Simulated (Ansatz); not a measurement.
Reaction (formal exchange of groups at a B–C bond): `B/C=C/CF` + `[CH3][GeH2][CH3]` → `[BH2][GeH]([CH3])[CH3]` + `C=CCF`

Computed with Ansatz on PBE0-D4/def2-TZVP structures; ΔE is electronic, products minus reactants. CCSD(T)/CBS is the MP2 limit (def2-TZVPP, def2-QZVPP) plus CCSD(T) − MP2 in def2-TZVPP, frozen cores. This one scheme is used for every species. DFT in def2-TZVPP. For Ge outer-core shells are correlated without core-valence functions, which leaves a few kJ/mol of doubt a bond. Scalar relativity is left out up to krypton. One conformer a species, not always the lowest.

(1) Is it downhill or uphill in electronic energy at CCSD(T)/CBS, and by how much? (Estimate.)

(2) What do these levels give: ωB97X-V, ωB97M-V, PBE, MP2/def2-TZVPP, SCS-MP2/def2-TZVPP, MP2/CBS(def2)? (An estimate is asked.)

Largest T1 diagnostic among the species: 0.011.

Results:

(1) Computed: Uphill: ΔE = +44.5 kJ/mol.

(2) The calculation gave: ωB97X-V 48.3, ωB97M-V 51.1, PBE 50.9, MP2/def2-TZVPP 50.6, SCS-MP2/def2-TZVPP 49.3, MP2/CBS(def2) 49.8 kJ/mol.
